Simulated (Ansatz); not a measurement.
Geometry optimisation, RKS r2SCAN-D4/6-31G* (Ansatz).

Input file:

```yaml
crystal:
  periodic: [false, false, false]
  atoms:
    - { symbol: B, position_ang: [0.1879, 1.5176, 1.679] }
    - { symbol: O, position_ang: [0.0442, 0.191, 1.1329] }
    - { symbol: C, position_ang: [-0.915, 0.1864, 0.0618] }
    - { symbol: S, position_ang: [-0.9246, -1.4927, -0.6062] }
    - { symbol: C, position_ang: [0.6733, -1.5161, -1.3493] }
    - { symbol: H, position_ang: [0.9364, 2.332, 1.2272] }
    - { symbol: H, position_ang: [-0.5389, 1.903, 2.5568] }
    - { symbol: H, position_ang: [0.08845, -0.77791, 1.33127] }
    - { symbol: H, position_ang: [-0.5796, 0.8949, -0.7041] }
    - { symbol: H, position_ang: [0.8446, -2.4816, -1.8106] }
    - { symbol: H, position_ang: [1.4273, -1.376, -0.5187] }
    - { symbol: H, position_ang: [0.7829, -0.6899, -2.0667] }
basis:
  gaussian: { orbitals: "6-31G*" }
hamiltonian:
  xc: r2scan
  dispersion: d4
relax:
  f_tol: 0.02
  max_steps: 50
output:
  orbitals: {}
```

Run as:

```bash
$ ansatz run input.yaml --threads 2 --pin off --max-ram 3072MiB --backend cpu --events-out ev --progress --plain --runs-dir out
```

Task: Where does it end, and by what steps?

Result: It converged. After 12 steps the energy has fallen by 4.083 eV; H7 moved furthest, 1.23 Å. Joined: B1–C3 (2.37 → 1.56 Å).

```csv
step,energy less start (eV),largest force component (eV/Å),accepted
0,0.0000,3.125,yes
1,-0.8789,2.357,yes
2,-1.5407,1.502,yes
3,-2.3005,1.569,yes
4,-3.1871,1.456,yes
5,-3.6244,0.861,yes
6,-3.8613,0.480,yes
7,-3.9933,0.754,yes
8,-4.0535,0.475,yes
9,-4.0664,0.349,yes
10,-4.0548,0.354,no
11,-4.0825,0.051,yes
12,-4.0829,0.017,yes
```

```xyz
12
Properties=species:S:1:pos:R:3
B -0.413 1.413 1.419
O 0.992 0.513 1.303
C -0.044 0.608 0.129
S -0.811 -0.916 -0.277
C 0.405 -1.664 -1.417
H -0.148 2.579 1.464
H -1.170 0.912 2.203
H 0.793 -0.336 1.744
H 0.513 1.070 -0.686
H 0.003 -2.633 -1.726
H 1.368 -1.819 -0.921
H 0.538 -1.036 -2.304
```

Whether the end is a true minimum wasn't checked by a vibrational analysis.

Time of the run: 99 s on 2 threads of AMD EPYC 7571, with other jobs on the host, peak memory 0.2 GiB.
